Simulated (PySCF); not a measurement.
(OH)2Hf(OSiH2)2O (singlet state).
Bonds: Hf1–O2, Hf1–O3, Hf1–O4, Hf1–O8, O4–Si5, Si5–O6, O6–Si7, Si7–O8. Hydrogens: H9 on O2; H10 on O3; H11, H12 on Si5; H13, H14 on Si7.

Computed by this run: PBE0-D3(BJ)/def2-SVP geometry optimisation, gas phase, def2 core potentials past Kr in PySCF; density fitting, grid level 1; the optimiser is geomeTRIC in internal coordinates, started from a GFN1-xTB structure with every atom displaced at random (about 0.03 Å).

Geometry at step 4:
```
atom  x, y, z in Å
Hf1    -0.2790    1.1233   -0.8323
O2     -2.0224    1.3388   -1.6282
O3      0.9656    2.5294   -1.2297
O4     -0.4547    0.8986    1.1037
Si5    -0.2064   -0.3947    2.1278
O6      0.3905   -1.6140    1.1723
Si7     0.8135   -1.9594   -0.3870
O8      0.4632   -0.6240   -1.3121
H9     -2.7781    1.6944   -2.0908
H10     1.4838    3.2820   -1.5055
H11     0.7922   -0.0641    3.1749
H12    -1.4987   -0.8346    2.7135
H13     2.2726   -2.2774   -0.4147
H14     0.0383   -3.1422   -0.8487
```

Q: What forces act on the atoms?

A: 
```csv
atom,Fx (eV/Å),Fy (eV/Å),Fz (eV/Å)
Hf1,-0.214,0.225,-0.141
O2,-0.050,0.113,-0.084
O3,0.125,0.236,-0.097
O4,0.027,-0.233,0.483
Si5,-0.070,0.206,-0.488
O6,-0.024,-0.158,0.380
Si7,0.163,-0.085,-0.220
O8,0.167,-0.402,0.104
H9,-0.032,-0.058,0.013
H10,0.029,-0.030,0.030
H11,0.021,0.040,0.041
H12,-0.017,0.002,0.065
H13,-0.061,0.106,-0.056
H14,-0.064,0.038,-0.029
```

The largest, 0.54 eV/Å, acts on O4 (Si5 within 3 % of it); the rms over all components is 0.175 eV/Å. The forces sum to zero within rounding, as they must for an isolated molecule in no field.

Q: Give the force on O4 in Eh/bohr and in nN.

A: 0.537 eV/Å ÷ 51.422 = 0.01044 Eh/bohr, and 0.537 eV/Å × 1.602 = 0.86 nN.

Q: How far is this geometry from the end of the optimisation?

A: 0.043 eV above it, and 0.086 Å rms away after alignment. The bonds farthest from their final lengths, with half the difference of the two atoms' forces along the bond (positive lengthens):

```json
{"bond": "O6–Si7", "now (Å)": "1.652", "final (Å)": "1.663", "force along bond (eV/Å)": "+0.30"}
{"bond": "O4–Si5", "now (Å)": "1.668", "final (Å)": "1.658", "force along bond (eV/Å)": "-0.48"}
{"bond": "Hf1–O8", "now (Å)": "1.958", "final (Å)": "1.967", "force along bond (eV/Å)": "+0.32"}
{"bond": "Hf1–O3", "now (Å)": "1.919", "final (Å)": "1.928", "force along bond (eV/Å)": "+0.11"}
{"bond": "Hf1–O4", "now (Å)": "1.957", "final (Å)": "1.966", "force along bond (eV/Å)": "+0.32"}
{"bond": "Si7–H13", "now (Å)": "1.494", "final (Å)": "1.488", "force along bond (eV/Å)": "-0.13"}
```

The angle farthest from its final value is Hf1–O2–H9, 163.2° against 179.9°.

Of the 2 listed bonds off by 0.010 Å or more, this force points towards the final length in 2.

What follows is the cost of the whole optimisation. On one thread of an Intel Xeon Platinum 8259CL at 2.50 GHz, no GPU (shared host), this took 6.2 min of wall time and 0.70 GiB of memory at its peak.
